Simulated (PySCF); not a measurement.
BH₇OSi₂. Atoms are numbered in the order given.

```xyz
11

B     -0.3604    -0.3253     0.0590
O     -1.3410    -1.2424     0.2354
H     -2.1631    -1.0469    -0.2378
Si    -0.6231     1.3332    -1.1104
H      0.3923     1.3803    -2.2073
H     -0.4693     2.5815    -0.3012
H     -1.9868     1.3539    -1.7386
Si     1.4141    -0.6579     1.0090
H      1.7651     0.5216     1.8621
H      2.5081    -0.7977    -0.0044
H      1.4099    -1.8798     1.8698
```
Charge 0, spin multiplicity 1.

The structure is a stationary point at B3LYP-D3(BJ)/def2-SVP. This is a generated structure with no PubChem entry under its InChIKey; it may be hypothetical. Other conformers were not sampled.

These are TDA-PBE0/def2-SVPD in PySCF values and carry that method's errors.

Vertical excitations. The molecule is in vacuum.

```csv
state,energy (eV),λ (nm),f,main pairs
S1,4.11,301,0.000,HOMO→LUMO 99 %
S2,5.80,214,0.019,HOMO→LUMO+1 98 %
S3,6.61,187,0.096,HOMO→LUMO+2 85 %
S4,6.63,187,0.011,HOMO−1→LUMO 93 %
S5,6.78,183,0.014,HOMO−3→LUMO 92 %
S6,6.85,181,0.009,HOMO−2→LUMO 86 %
S7,7.12,174,0.059,"HOMO−4→LUMO 56 %, HOMO→LUMO+3 34 %"
S8,7.17,173,0.034,"HOMO→LUMO+5 29 %, HOMO→LUMO+3 24 %, HOMO→LUMO+4 19 %, HOMO−4→LUMO 18 %"
S9,7.23,171,0.053,"HOMO→LUMO+5 54 %, HOMO→LUMO+3 26 %, HOMO−4→LUMO 8 %"
S10,7.46,166,0.289,HOMO→LUMO+4 70 %
T1,3.34,371,0,HOMO→LUMO 98 %
T2,5.37,231,0,HOMO→LUMO+1 88 %
T3,5.75,216,0,"HOMO−3→LUMO 36 %, HOMO−5→LUMO 32 %, HOMO−1→LUMO 22 %, HOMO→LUMO+5 6 %"
T4,6.22,199,0,"HOMO→LUMO+2 65 %, HOMO−2→LUMO 20 %"
```
Triplets are in the Tamm–Dancoff approximation.
